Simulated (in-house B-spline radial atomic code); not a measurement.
# Ce6+: [Ne] 3s2 (3p1/2)2 (3p3/2)2 3d10 4s2 4p6 4d10 5s2 5p6 (with a hole in an inner shell)

All numbers are computed (Dirac-Hartree-Fock, average of the jj configuration; Fermi nucleus of rms radius 4.8771 fm) with an all-electron radial atomic-structure program (B-spline basis), not measured.

Effective charges: Z_r = [3n² - l(l+1)]/(2<r>) from the radius, Z_e = n√(-2ε) from the energy, and Slater's rules. Values are occupation-weighted means over j. An effective charge above Z reflects the relativistic contraction of the inner shells.

```csv
shell,electrons,ε (eV),<r> (bohr),Z_r,Z_e,Slater
1s,2,-40888,0.02456,61.06,54.82,57.70
2s,2,-6809.3,0.1045,57.41,44.74,53.85
2p,6,-6125.3,0.0921,54.29,42.44,53.85
3s,2,-1616.9,0.2748,49.12,32.70,47.45
3p,4,-1420.2,0.271,46.13,30.65,47.45
3d,10,-1081,0.2487,42.23,26.74,38.85
4s,2,-428.53,0.6157,38.98,22.45,31.95
4p,6,-349.15,0.6449,35.67,20.26,31.95
4d,10,-230.93,0.6937,30.27,16.48,20.85
5s,2,-126.75,1.365,27.48,15.26,14.25
5p,6,-100.42,1.495,24.42,13.58,14.25
```

The least bound orbital is 5p3/2 at -98.9 eV, and it is also the most diffuse (<r> = 1.512 bohr). The part-filled 3p shell lies below the filled 5p shell in orbital energy.

For the 1s electron the small component carries 4.61 % of the norm, the zero-frequency Breit interaction raises the level by 109 eV, self-energy by 63.99 eV, and vacuum polarisation lowers it by 9.532 eV.
